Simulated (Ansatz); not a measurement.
`[NH2][Sc]([Cl])[Cl]` + H₂O → `[OH][Sc]([Cl])[Cl]` + NH₃ at 500 K and 1 bar (formal hydrolysis of the Sc–N bond).

Program: Ansatz. Geometries: PBE0-D4/def2-TZVP. ΔE: electronic, gas phase. CCSD(T)/CBS is the MP2 limit (def2-TZVPP, def2-QZVPP) plus CCSD(T) − MP2 in def2-TZVPP, frozen cores. This one scheme is used for every species. For Sc outer-core shells are correlated without core-valence functions, which leaves a few kJ/mol of doubt a bond. Scalar relativity is left out up to krypton. Each species was taken in one conformer, which may not be the lowest.

```
              species  CCSD(T)/CBS energy (Eh)  H − E (kJ/mol)  S (J/(mol·K))
`[NH2][Sc]([Cl])[Cl]`              -1735.85093           110.4          396.8
                  H₂O                -76.37941            73.2          206.3
 `[OH][Sc]([Cl])[Cl]`              -1755.74696            77.0          392.1
                  NH₃                -56.50880           108.2          211.8
```

H − E and S are ideal-gas, rigid-rotor, harmonic terms from PBE0-D4/def2-TZVP, for one conformer and one mirror image of each species. 1 Eh = 2625.50 kJ/mol, R = 8.31446 J/(mol·K).

Problem. By hand: ΔE, ΔH, ΔS and ΔG.

Solution. ΔE = (-1755.74696) + (-56.50880) − (-1735.85093) − (-76.37941) = -0.02542 Eh = -66.7 kJ/mol. Δ(H − E) = 77.0 + 108.2 − 110.4 − 73.2 = 1.6, so ΔH = -65.1 kJ/mol. ΔS = 392.1 + 211.8 − 396.8 − 206.3 = 0.8 J/(mol·K). ΔG = -65.1 − 500 × (0.8)/1000 = -65.5 kJ/mol.

Problem. By hand: the equilibrium constant, and the temperature at which ΔG would vanish if ΔH and ΔS stayed fixed.

Solution. log₁₀ K = −ΔG/(RT ln 10) = 6.8. ΔH and −TΔS have one sign here, so there is no such temperature.

The number of gas molecules stays the same, so ΔS is small and ΔH decides. A doubt of 5 kJ/mol in ΔE shifts log₁₀ K by 0.5 here. Other conformers and mirror images would add mixing entropy, several J/(mol·K) or more a flexible species. These are equilibria of isolated gas molecules and say nothing of rates. Largest T1 diagnostic: 0.015 (customary marks: 0.02 for closed shells, 0.045 for open ones).

ΔS is within the doubt of such terms, so its sign, and with it that verdict, could turn.
